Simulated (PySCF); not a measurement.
# Vibration and rotation of CBr

UHF-CCSD(T) constants of CBr, ²Π (doublet), unpaired electrons π ↑ (basis C pcseg-1, Br pcseg-1; no relativity; PySCF 2.14; masses 12.0000 and 78.9183 u):

```
ωe              : 689.3 cm⁻¹
ωexe            : 3.86 cm⁻¹
Be              : 0.4683 cm⁻¹
αe              : 0.00408 cm⁻¹
D (centrifugal) : 8.65e-07 cm⁻¹
De to C + Br    : 3.00 eV
```

(1) Give the vibrational terms G(v) and spacings up to v = 6.

(2) How well does the Morse estimate ωe²/(4ωexe) reproduce De, and what is D0?

Correlated steps freeze 10 core orbitals. Correlated levels converge slowly with the basis: in double zeta they bind strong bonds too weakly, by up to about 1 eV, and carry superposition errors of some tenths. Spin–orbit coupling is left out. The state was picked by a PBE0 search and need not be the measured ground state.

## Answers

(1) G(v) = ωe(v+½) − ωexe(v+½)².

```csv
v,G(v) (cm⁻¹),G(v) − G(v−1),Bv (cm⁻¹)
0,343.7,,0.4663
1,1025.3,681.6,0.4622
2,1699.1,673.9,0.4581
3,2365.3,666.1,0.4540
4,3023.7,658.4,0.4499
5,3674.4,650.7,0.4459
6,4317.4,643.0,0.4418
```

(2) It gives 3.82 eV, 127 % of the computed De. D0 = De − G(0) = 3.00 − 0.04 = 2.96 eV.
